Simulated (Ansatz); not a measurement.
`FC([SiH3])S`, relaxed with RKS PBE0-D4/def2-TZVP in Ansatz from a PBE-D4/def2-SVP geometry. The force threshold is 0.005 eV/Å; the program also tests the step.

Charge 0, multiplicity 1.

Start:

```xyz
9

F    -0.669    1.806   -0.156
C    -0.365    0.639    0.547
Si    0.967   -0.343   -0.426
S    -1.835   -0.376    0.899
H     0.004    0.922    1.559
H     1.458   -1.491    0.408
H     2.117    0.558   -0.783
H     0.318   -0.853   -1.682
H    -1.995   -0.861   -0.367
```

```
step  energy (eV)  largest force (eV/Å)  largest move (Å)
   1  -22539.1720                 0.738             0.000
   2  -22539.2056                 0.308             0.038
   3  -22539.2111                 0.072             0.022
   4  -22539.2115                 0.036             0.009
   5  -22539.2115                 0.013             0.003
   6  -22539.2116                 0.004             0.005
   7  -22539.2116                 0.007             0.004
   8  -22539.2116                 0.004             0.001
```

End:

```xyz
9

F    -0.655    1.820   -0.115
C    -0.359    0.632    0.545
Si    0.950   -0.340   -0.430
S    -1.823   -0.348    0.859
H     0.010    0.897    1.541
H     1.431   -1.458    0.418
H     2.081    0.551   -0.792
H     0.302   -0.867   -1.658
H    -1.936   -0.885   -0.368
```

Run time 35 s (2 threads of an Arm Neoverse V1 on a shared host); peak host memory 0.36 GiB.
